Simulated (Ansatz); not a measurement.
`O[SiH](F)[SiH](Cl)Cl` + H₂O → `O[SiH](Cl)Cl` + `O[SiH2]F`  (formal hydrolysis of the Si–Si bond)

Program: Ansatz. Geometries: PBE0-D4/def2-TZVP. ΔE: electronic, gas phase. CCSD(T)/CBS adds triple-zeta CCSD(T) − MP2 to the extrapolated MP2 energy (def2 sets, frozen cores). This one scheme is used for every species. Functionals use def2-TZVPP. B3LYP here is the variant with VWN-RPA as its local correlation; programs differ in this. HSE06 is defined as in plane-wave codes. Each species was taken in one conformer, which may not be the lowest.

```tsv
level	ΔE (kcal/mol)	difference from CCSD(T)/CBS
PBE-D4	-23.5	5.6
revPBE-D4	-23.1	6.0
BLYP-D4	-26.6	2.5
B97M-V	-29.6	-0.5
r2SCAN0-D4	-29.7	-0.6
HSE06-D4	-25.6	3.5
ωB97X-V	-29.3	-0.2
BLYP	-29.3	-0.2
r2SCAN	-29.5	-0.4
B3LYP	-30.7	-1.6
BHLYP	-33.2	-4.1
LC-ωPBE	-29.1	0.0
CCSD(T)/def2-SVP	-30.1	-1.0
HF/CBS(def2)	-36.5	-7.4
MP2/CBS(def2)	-30.7	-1.6
CCSD/CBS(def2)	-30.0	-0.9
CCSD(T)/CBS	-29.1	0
```

Largest T1 diagnostic among the species: 0.011.

From BLYP to BHLYP (50 % exact exchange), in def2-TZVPP and without D4, ΔE moves by −3.9 kcal/mol. The D4 term adds +2.4 kcal/mol with B3LYP and +1.4 kcal/mol with PBE0; it sums over pairs of atoms, weighted by their polarisabilities, and B3LYP, whose exchange is more repulsive, gets the larger term. In def2-TZVPP, CCSD(T) changes the Hartree–Fock value by +6.0 kcal/mol (the triples alone add +0.9 kcal/mol) and MP2 by +4.4 kcal/mol.
